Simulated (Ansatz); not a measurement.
Cost and result for the atomization energy of `O[SiH](S)S` (8 atoms, 7 bonds).

Total charge 0; spin multiplicity 1. The structure was optimised at the PBE0-D4/def2-TZVP level. It is one conformer, not always the lowest. Program: Ansatz. All runs use 2 threads of an Arm Neoverse V2 on a shared host. Times are those of one run each, without the atoms' runs, and a repeat can differ threefold. Electronic energies, without spin–orbit coupling; frozen cores. CCSD(T)/CBS adds CCSD(T) − MP2 in def2-TZVPP to the MP2 limit, and its time is that of the two runs behind it. T1 = 0.012. B3LYP takes the VWN-RPA correlation (the form of Gaussian; ORCA's B3LYP/G).

CCSD(T)/CBS is a level of theory with its own doubt, some kJ/mol a heavy atom from the limit and from the frozen cores, so smaller differences don't rank the functionals.

| level | functions | wall time | atomization (kcal/mol) | difference from CCSD(T)/CBS | per bond |
| --- | --- | --- | --- | --- | --- |
| LDA (SPW92)/def2-TZVPP | 213 | 1.4 s | 724.8 | 89.4 | 12.8 |
| CCSD(T)/def2-SVP | 88 | 2.2 s | 571.4 | -64.0 | -9.1 |
| BLYP-D4/def2-TZVPP | 213 | 2.2 s | 625.8 | -9.6 | -1.4 |
| revPBE-D4/def2-TZVPP | 213 | 2.3 s | 623.2 | -12.2 | -1.8 |
| PBE-D4/def2-TZVPP (with forces) | 213 | 2.8 s | 638.0 | 2.6 | 0.4 |
| PBE0-D4/def2-TZVPP | 213 | 3.6 s | 627.0 | -8.4 | -1.2 |
| B3LYP-D4/def2-TZVPP (with forces) | 213 | 5 s | 627.1 | -8.3 | -1.2 |
| r2SCAN-D4/def2-TZVPP (with forces) | 213 | 5.5 s | 635.0 | -0.4 | -0.1 |
| r2SCANh-D4/def2-TZVPP | 213 | 6 s | 630.2 | -5.2 | -0.8 |
| ωB97M-V/def2-TZVPP (with forces) | 213 | 13 s | 637.5 | 2.1 | 0.3 |
| MP2/def2-QZVPP | 387 | 17 s | 637.5 | 2.1 | 0.3 |
| CCSD(T)/def2-TZVPP | 213 | 70 s | 612.8 | -22.6 | -3.2 |
| CCSD(T)/CBS(def2) | – | 87 s | 635.4 | 0.0 | 0.0 |

From PBE to PBE0 (25 % exact exchange), in def2-TZVPP and without D4, the atomization energy moves by −10.3 kcal/mol: exact exchange takes away binding that semilocal exchange gives to molecules. The D4 term adds +8.4 kcal/mol with B3LYP and +4.4 kcal/mol with PBE0; it sums over pairs of atoms, weighted by their polarisabilities, and B3LYP, whose exchange is more repulsive, gets the larger term. At CCSD(T), def2-SVP lies −64.0 kcal/mol from the extrapolated value and def2-TZVPP −22.7 kcal/mol: correlation converges slowly with the basis, and small sets miss more of it in the bonded molecule than in its fragments.
